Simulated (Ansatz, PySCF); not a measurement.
This Ansatz (an electronic-structure program) input computes a SVWN5/def2-TZVPD energy:

Ansatz 0.2 input:
```yaml
crystal:
  periodic: [false, false, false]
  atoms:
    - {symbol: Si, position_ang: [-0.06489775, -0.23806408, 0.28107674]}
    - {symbol: F, position_ang: [-0.66796429, 1.18889473, 0.64409789]}
    - {symbol: F, position_ang: [-0.81303369, -0.75340487, -1.03545966]}
    - {symbol: O, position_ang: [1.52158135, 0.01648192, -0.01252690]}
    - {symbol: H, position_ang: [2.06489960, -0.71836687, -0.31260303]}
basis:
  gaussian:
    orbitals: def2-TZVPD
hamiltonian:
  xc: {name: SVWN5}
magnetization: {spin_polarized: true, initial_magnetization: 1}
output: {forces: true}
```

### Question
Write an input for the same energy in PySCF and say what it gives.

### Answer

```python
from pyscf import gto, scf, dft

mol = gto.M(
    atom='''
    Si   -0.06489775   -0.23806408    0.28107674
    F    -0.66796429    1.18889473    0.64409789
    F    -0.81303369   -0.75340487   -1.03545966
    O     1.52158135    0.01648192   -0.01252690
    H     2.06489960   -0.71836687   -0.31260303
    ''',
    basis='def2-tzvpd',
    charge=0,
    spin=1,
    verbose=4,
)

mf = dft.UKS(mol, xc='svwn').density_fit(auxbasis='def2-universal-jkfit')
mf.grids.level = 3
mf.conv_tol = 1e-9
mf.max_cycle = 100
mf.max_memory = 1500
mf.kernel()
if not mf.converged:
    mf = mf.newton()
    mf.kernel(mf.make_rdm1())
for _ in range(2):
    mo, _, stable, _ = mf.stability(return_status=True)
    if stable:
        break
    mf.kernel(mf.make_rdm1(mo, mf.mo_occ))
mf.analyze()
```
It gives -562.33233 Eh, and Ansatz -562.33227 Eh, a difference of 0.06 mEh, from the treatment of integrals and grids.

It need not be the lowest isomer of its formula.
